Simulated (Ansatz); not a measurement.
Species: SnF, net charge 0, doublet state. SMILES: [F][Sn]
Geometry from a B3LYP-D3(BJ)/def2-TZVP (Ansatz, a program for electronic structure) optimisation:
```
Sn
F 1 1.9637
```
Charge 0, spin multiplicity 2.

Property: vertical ionisation energy (to the singlet state of charge +1; each state is the SCF solution reached for its spin), in eV. Valence correlation only, unless marked. Open shells are spin-unrestricted. No spin-orbit coupling. Frozen are the shells of the preceding noble gas and the d and f shells that filled before the atom's block. In def2 rows, elements after Kr have scalar-relativistic effective core potentials. CBS(X,Y): correlation extrapolated as X^-3; Hartree-Fock from the larger set.

| level | program | vertical ionisation energy (eV) |
|---|---|---|
| PBE/def2-TZVPD | Ansatz | 7.08 |
| B3LYP/def2-TZVPD | Ansatz | 7.22 |
| CAM-B3LYP/def2-TZVPD | Ansatz | … |
| wB97X-V/def2-TZVPD | Ansatz | … |
| CCSD/def2-SVPD | Ansatz | 7.01 |
| CCSD/def2-QZVPPD | Ansatz | 7.10 |
| CCSD(T)/CBS(def2-TZVPPD,def2-QZVPPD) | Ansatz | … |

Question: What belongs in the gaps?

Answer: 
- CAM-B3LYP/def2-TZVPD, vertical ionisation energy (eV): 7.29
- wB97X-V/def2-TZVPD, vertical ionisation energy (eV): 7.13
- CCSD(T)/CBS(def2-TZVPPD,def2-QZVPPD), vertical ionisation energy (eV): 7.12
